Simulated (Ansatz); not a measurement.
Species: H$_{3}$In, SMILES `[InH3]` (charge 0, multiplicity 1).

Q: Give a relaxed geometry from Ansatz (a first-principles code) with r2SCAN-D4/def2-TZVP.

A: the end point of this relaxation (outside a Z-matrix the atoms follow the SMILES, hydrogens last).
Z-matrix (Å, degrees):
```
In
H 1 1.7215
H 1 1.7215 2 120.00
H 1 1.7215 2 120.00 3 -180.00
```
